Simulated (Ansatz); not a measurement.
`OB(F)Br` + `CC` → `CCB(F)Br` + H₂O  (formal exchange of groups at a B–O bond)

Gas-phase electronic energies from Ansatz, PBE0-D4/def2-TZVP geometries. CCSD(T)/CBS adds triple-zeta CCSD(T) − MP2 to the extrapolated MP2 energy (def2 sets, frozen cores). This one scheme is used for every species. Functionals use def2-TZVPP. B3LYP here is the variant with VWN-RPA as its local correlation; programs differ in this. HSE06 is defined as in plane-wave codes. For Br outer-core shells are correlated without core-valence functions, which leaves a few kJ/mol of doubt a bond. Scalar relativity is left out up to krypton. One conformer a species, not always the lowest.

`OB(F)Br`:

Cartesian coordinates in Å:
```
O 1.025 -0.347 -0.168
B -0.298 -0.250 0.019
F -1.025 -1.345 0.025
Br -1.184 1.444 0.282
H 1.482 0.498 -0.158
```

`CC`:

Cartesian coordinates in Å:
```
C 0.448 -0.294 0.538
C -0.448 0.294 -0.538
H -0.106 -0.969 1.194
H 1.273 -0.863 0.103
H 0.885 0.488 1.164
H 0.106 0.969 -1.194
H -1.273 0.863 -0.103
H -0.885 -0.488 -1.164
```

`CCB(F)Br`:

```xyz
10

C     0.565   -1.048    0.457
C    -0.326   -0.169   -0.412
B    -0.291    1.351   -0.080
F     0.463    1.845    0.879
Br   -1.358    2.620   -1.063
H     0.290   -0.976    1.511
H     1.614   -0.755    0.376
H     0.490   -2.098    0.165
H    -1.374   -0.492   -0.359
H    -0.074   -0.277   -1.474
```

H₂O:

Cartesian coordinates in Å:
```
O 0.192 0.065 -0.332
H 0.537 0.119 0.561
H -0.729 -0.185 -0.229
```

```json
{"level": "PBE-D4", "ΔE (kJ/mol)": "123.9", "difference from CCSD(T)/CBS": "2.4"}
{"level": "B97M-V", "ΔE (kJ/mol)": "132.9", "difference from CCSD(T)/CBS": "11.4"}
{"level": "B3LYP-D4", "ΔE (kJ/mol)": "130.9", "difference from CCSD(T)/CBS": "9.4"}
{"level": "HSE06-D4", "ΔE (kJ/mol)": "125.5", "difference from CCSD(T)/CBS": "4.0"}
{"level": "ωB97X-V", "ΔE (kJ/mol)": "127.2", "difference from CCSD(T)/CBS": "5.7"}
{"level": "ωB97M-V", "ΔE (kJ/mol)": "127.8", "difference from CCSD(T)/CBS": "6.3"}
{"level": "B2PLYP", "ΔE (kJ/mol)": "133.2", "difference from CCSD(T)/CBS": "11.7"}
{"level": "PBE", "ΔE (kJ/mol)": "127.3", "difference from CCSD(T)/CBS": "5.8"}
{"level": "BLYP", "ΔE (kJ/mol)": "136.0", "difference from CCSD(T)/CBS": "14.5"}
{"level": "B3LYP", "ΔE (kJ/mol)": "136.2", "difference from CCSD(T)/CBS": "14.7"}
{"level": "HSE06", "ΔE (kJ/mol)": "128.5", "difference from CCSD(T)/CBS": "7.0"}
{"level": "BHLYP", "ΔE (kJ/mol)": "138.3", "difference from CCSD(T)/CBS": "16.8"}
{"level": "HF/def2-SVP", "ΔE (kJ/mol)": "155.2", "difference from CCSD(T)/CBS": "33.7"}
{"level": "MP2/def2-SVP", "ΔE (kJ/mol)": "149.9", "difference from CCSD(T)/CBS": "28.4"}
{"level": "MP2/def2-TZVPP", "ΔE (kJ/mol)": "125.8", "difference from CCSD(T)/CBS": "4.3"}
{"level": "CCSD/CBS(def2)", "ΔE (kJ/mol)": "123.2", "difference from CCSD(T)/CBS": "1.7"}
{"level": "CCSD(T)/CBS", "ΔE (kJ/mol)": "121.5", "difference from CCSD(T)/CBS": "0"}
```

Largest T1 diagnostic among the species: 0.010.

Leaving LDA and LC-ωPBE aside and taking each functional with its dispersion term where it has one, the values, not all of them listed here, spread over 11.3 kJ/mol, from revPBE-D4 to BHLYP-D4. At CCSD(T), def2-SVP lies +27.4 kJ/mol from the extrapolated value and def2-TZVPP +4.9 kJ/mol.
